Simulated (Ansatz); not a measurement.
The inner images of a band of CH$_{6}$B$_{2}$ClNSi (12 atoms, charge 0, multiplicity 1) are given out of order.

All numbers below come from Ansatz 0.2.0, RKS r2SCAN-D4/6-31G.

Initial state:

```xyz
12
Properties=species:S:1:pos:R:3
B -2.267 -0.242 0.323
B -0.613 -0.156 0.219
C 0.191 0.662 -0.953
Si 1.743 0.179 0.059
Cl 3.194 -1.164 -0.894
N 0.472 -0.665 1.012
H -2.920 0.611 0.863
H -2.897 -1.106 -0.227
H 0.142 0.188 -1.940
H -0.024 1.730 -1.065
H 2.597 1.163 0.807
H 0.459 -1.255 1.830
```

Final state:

```xyz
12
Properties=species:S:1:pos:R:3
B -2.267 -0.236 0.328
B -0.614 -0.155 0.215
C 0.192 0.662 -0.955
Si 1.742 0.175 0.056
Cl 3.196 -1.164 -0.897
N 0.470 -0.670 1.005
H -2.906 -1.097 -0.218
H -2.912 0.615 0.881
H 0.143 0.188 -1.943
H -0.021 1.730 -1.068
H 2.594 1.159 0.808
H 0.459 -1.263 1.822
```

Problem. Put them in order from the first end to the last, with their energies above the first end.
A.
```xyz
12
Properties=species:S:1:pos:R:3
B -2.292 -0.279 0.352
B -0.621 -0.106 0.108
C 0.246 0.887 -0.851
Si 1.755 0.130 0.046
Cl 3.142 -1.085 -1.142
N 0.417 -0.822 0.799
H -3.067 0.623 0.190
H -2.775 -1.323 0.702
H 0.206 0.656 -1.921
H 0.075 1.963 -0.724
H 2.642 0.875 1.003
H 0.349 -1.573 1.472
```
B.
```xyz
12
Properties=species:S:1:pos:R:3
B -2.276 -0.262 0.350
B -0.621 -0.126 0.148
C 0.220 0.781 -0.920
Si 1.748 0.153 0.048
Cl 3.160 -1.143 -1.022
N 0.439 -0.740 0.903
H -2.974 0.689 0.580
H -2.856 -1.310 0.251
H 0.183 0.438 -1.960
H 0.028 1.860 -0.902
H 2.627 1.020 0.905
H 0.398 -1.415 1.653
```
C.
```xyz
12
Properties=species:S:1:pos:R:3
B -2.301 -0.300 0.340
B -0.619 -0.093 0.106
C 0.256 0.982 -0.749
Si 1.760 0.110 0.043
Cl 3.127 -0.991 -1.272
N 0.409 -0.901 0.698
H -3.123 0.384 -0.207
H -2.726 -1.155 1.072
H 0.191 0.847 -1.836
H 0.114 2.045 -0.527
H 2.657 0.733 1.075
H 0.331 -1.715 1.292
```
D.
```xyz
12
Properties=species:S:1:pos:R:3
B -2.291 -0.316 0.326
B -0.620 -0.109 0.119
C 0.247 1.050 -0.632
Si 1.758 0.093 0.038
Cl 3.115 -0.853 -1.404
N 0.418 -0.983 0.594
H -3.090 0.039 -0.497
H -2.753 -0.831 1.309
H 0.152 1.010 -1.725
H 0.122 2.090 -0.315
H 2.668 0.607 1.117
H 0.353 -1.853 1.103
```
E.
```xyz
12
Properties=species:S:1:pos:R:3
B -2.274 -0.323 0.318
B -0.620 -0.161 0.126
C 0.222 1.086 -0.514
Si 1.753 0.077 0.030
Cl 3.100 -0.682 -1.527
N 0.439 -1.067 0.484
H -3.026 -0.334 -0.619
H -2.799 -0.401 1.396
H 0.109 1.156 -1.603
H 0.094 2.087 -0.088
H 2.679 0.495 1.137
H 0.399 -1.988 0.895
```

Solution. B (+1.5 kcal/mol), A (+4.2 kcal/mol), C (+5.6 kcal/mol), D (+4.3 kcal/mol), E (+1.5 kcal/mol).

Run time: 10 min on 1 thread of Intel(R) Xeon(R) Processor @ 2.50GHz (Skylake/Cascade Lake) (shared host), peak memory 0.17 GiB.
